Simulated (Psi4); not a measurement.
HClSi, singlet, geometry from GFN2-xTB.

Input for Psi4:
```
memory 2 GB

molecule mol {
0 1
  Si    0.793635   -0.215555    0.717313
  H     1.842392   -0.415410   -0.312898
  Cl   -0.761958    0.201951   -0.572322
}

set basis cc-pvdz
set reference rks

energy('tpss')
print_variables()
```

### Question
Give the nuclear repulsion energy at the level TPSS/cc-pVDZ in Psi4.

### Answer
69.3781 Eh

### Question
What is the computed total energy (TPSS/cc-pVDZ)?

### Answer
-750.3229 Eh

### Question
What dipole moment does TPSS/cc-pVDZ give?

### Answer
0.86 D

### Question
Predict the number of basis functions from TPSS/cc-pVDZ.

### Answer
41
